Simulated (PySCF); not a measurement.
Si(Cl)(H)2(OAc) (C₂H₅ClO₂Si), SMILES CC(=O)O[SiH2]Cl.

Coordinates come from a PBE0-D3(BJ)/def2-SVP optimisation. Other conformers were not sampled.

These are TDA-PBE/def2-SVPD (PySCF) values and carry that method's errors.

Vertical excitations. Isolated molecule, no solvent.

```csv
state,energy (eV),λ (nm),f,main pairs
S1,5.37,231,0.001,HOMO→LUMO 99 %
S2,6.17,201,0.012,"HOMO→LUMO+1 81 %, HOMO−1→LUMO 17 %"
S3,6.20,200,0.001,"HOMO−1→LUMO 82 %, HOMO→LUMO+1 17 %"
S4,6.47,192,0.024,"HOMO→LUMO+2 85 %, HOMO−2→LUMO 13 %"
S5,6.58,188,0.023,"HOMO−2→LUMO 73 %, HOMO−3→LUMO 18 %"
S6,6.81,182,0.003,HOMO→LUMO+3 99 %
S7,7.12,174,0.024,"HOMO→LUMO+4 60 %, HOMO−3→LUMO 22 %"
S8,7.20,172,0.008,HOMO−1→LUMO+1 87 %
S9,7.33,169,0.052,"HOMO→LUMO+4 27 %, HOMO−3→LUMO 22 %, HOMO−4→LUMO 18 %, HOMO−3→LUMO+1 9 %"
S10,7.47,166,0.012,HOMO−1→LUMO+2 88 %
T1,4.91,252,0,HOMO→LUMO 99 %
T2,6.02,206,0,"HOMO−3→LUMO 39 %, HOMO−1→LUMO 26 %, HOMO→LUMO+1 18 %, HOMO−2→LUMO 11 %"
T3,6.07,204,0,HOMO→LUMO+1 81 %
T4,6.12,203,0,"HOMO−1→LUMO 67 %, HOMO−3→LUMO 21 %"
```
Triplets are in the Tamm–Dancoff approximation.
